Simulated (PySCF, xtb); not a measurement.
Si(AsH2)(H)2(OH) (AsH5OSi), SMILES [SiH2](O)[AsH2].

GFN2-xTB in xtb at its own geometry gives an orbital gap of 4.85 eV and a dipole moment of 1.24 D.

Geometry: PBE0-D3(BJ)/def2-SVP. Other conformers were not sampled.

What does ωB97X/def2-TZVPD run with PySCF give? (The exact figures need the calculation; the answer reports its results.)

gap 11.02 eV (levels -9.60 and 1.42 eV), dipole 1.22 D.
